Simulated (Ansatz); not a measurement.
Reactions of C$_{3}$H$_{8}$BNSi (`CN=CB1C[SiH2]1`).

Calculated with Ansatz (gas phase, PBE0-D4/def2-TZVP geometries, no zero-point term in ΔE). CCSD(T)/CBS adds triple-zeta CCSD(T) − MP2 to the extrapolated MP2 energy (def2 sets, frozen cores). This one scheme is used for every species. Double bonds are as drawn, so ΔE can hold a change between cis and trans. Functionals use def2-TZVPP. For Br outer-core shells are correlated without core-valence functions, which leaves a few kJ/mol of doubt a bond. Scalar relativity is left out up to krypton. One conformer a species, not always the lowest.

```
                                                         reaction  MP2/CBS(def2) (kJ/mol)  PBE-D4 (kJ/mol)  r2SCAN-D4 (kJ/mol)
                          `C/N=C\B1C[SiH2]1` → `BC(C)([SiH3])C#N`                    -168             -107                -125
                          `C/N=C\B1C[SiH2]1` → `BC(=C)N1C[SiH2]1`                     -43              -15                 -25
                `C/N=C\B1C[SiH2]1` + PH₃ → `PB1C[SiH2]1` + `C=NC`                     -30              -29                 -31
             `C/N=C\B1C[SiH2]1` + HCl → `B1C[SiH2]1` + `C/N=C/Cl`                      43               38                  40
`C/N=C\B1C[SiH2]1` + `NN[SiH3]` → `NB1C[SiH2]1` + `C/N=C/N[SiH3]`                    -323             -307                -319
               `C/N=C\B1C[SiH2]1` + HCl → `ClB1C[SiH2]1` + `C=NC`                     -83              -78                 -82
             `C/N=C\B1C[SiH2]1` + HBr → `C/N=C\Br` + `B1C[SiH2]1`                      22               18                  20
```

(1) Give the CCSD(T)/CBS values in the same order. (Best estimate.)

Largest T1 diagnostic: 0.017, for `PB1C[SiH2]1`.

Results:

(1) Ansatz gave: -153, -33, -30, 44, -312, -81, 27 kJ/mol.
